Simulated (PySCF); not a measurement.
AlAs2H5O. Atoms are numbered in the order given.

```xyz
9

Al    -0.3294     0.5904    -0.1946
As     1.2009    -0.4312    -1.7946
H      2.0940    -0.9346    -0.6563
H      1.9687     0.8888    -1.9088
As    -0.7853    -0.3088     2.0415
H     -0.7700    -1.7301     1.4716
H     -2.2954    -0.1638     1.8228
O     -1.0848     2.0168    -0.7541
H     -1.7513     2.5503    -0.3120
```
Charge 0, spin multiplicity 1.

Geometry: B3LYP-D3(BJ)/def2-SVP. The values are those of a single conformer.

The numbers are results of PBE0/def2-TZVP (PySCF), not measurements.

Atomic charges (e):

```json
[
 {"atom": "Al1", "Löwdin": "-0.36", "Mulliken": "0.53"},
 {"atom": "As2", "Löwdin": "0.15", "Mulliken": "-0.30"},
 {"atom": "H3", "Löwdin": "0.01", "Mulliken": "0.07"},
 {"atom": "H4", "Löwdin": "0.02", "Mulliken": "0.08"},
 {"atom": "As5", "Löwdin": "0.13", "Mulliken": "-0.30"},
 {"atom": "H6", "Löwdin": "0.02", "Mulliken": "0.08"},
 {"atom": "H7", "Löwdin": "0.01", "Mulliken": "0.07"},
 {"atom": "O8", "Löwdin": "-0.14", "Mulliken": "-0.54"},
 {"atom": "H9", "Löwdin": "0.18", "Mulliken": "0.32"}
]
```
